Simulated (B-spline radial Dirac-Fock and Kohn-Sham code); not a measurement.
**Photoemission from K⁺ at 2730 eV, detector at θ = 30°, φ = 0°**

System: potassium as K⁺ in the configuration [Ne] 3s2 3p6. These are calculated numbers from an atomic code on a B-spline grid; the model is Dirac-Hartree-Slater photoionisation with a Latter tail; cross sections with all multipoles, angular parameters from the dipole term and its interference with E2. Thresholds are orbital energies of the model. For linearly polarised light dσ/dΩ = σ/(4π) [1 + β P₂(cos θ) + (δ + γ cos²θ) sin θ cos φ], with θ from the polarisation vector and φ the angle between the beam and the projection of the electron momentum on the plane normal to the polarisation. The dipole factor is 1 + βP₂ and the non-dipole term is the rest of the bracket. Open shells are filled statistically over j.

```
subshell  threshold (eV)  σ (kb)     β     γ      δ  dipole factor  non-dipole term  dσ/dΩ (kb/sr)
      2s           377.3    8.39  2.00  0.52  0.000          2.250           +0.195           1.63
   2p1/2           307.8    2.75  1.05  0.79  0.081          1.654           +0.335          0.436
   2p3/2           304.7    5.32  1.05  0.79  0.081          1.655           +0.336          0.843
      3s           46.71    1.02  2.00  0.58  0.000          2.250           +0.218          0.201
   3p1/2           30.04   0.264  1.00  0.78  0.081          1.623           +0.333         0.0410
   3p3/2           29.74   0.509  1.00  0.78  0.081          1.623           +0.334         0.0792
```
